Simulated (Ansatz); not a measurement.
Cartesian coordinates in Å:
```
O -0.820 0.723 -1.373
Nb -0.037 0.033 -0.062
Cl -1.474 -1.440 0.903
Cl 1.819 -1.021 -0.842
Cl 0.512 1.706 1.375
```

The species carries charge 0 and has multiplicity 1. Nb: def2 effective core potential.

Problem. List the PBE/def2-TZVPP orbital energies in eV (the Gaussian-basis code of Ansatz). (Estimate.)

Solution. Computed: Occupied: -2739.73, -2739.73, -2739.73, -511.44, -250.31, -250.31, -250.31, -190.94, -190.94, -190.94, -190.89, -190.89, -190.89, -190.85, -190.85, -190.85, -63.03, -39.10, -38.59, -38.59, -22.95, -20.87, -20.69, -20.69, -10.45, -10.45, -10.43, -9.95, -9.95, -9.86, -9.06, -9.06, -8.62, -8.53, -8.38, -8.38. Lowest empty: -3.98, -3.98, -2.34, -2.34, -1.48, -0.84, 0.51, 0.51.
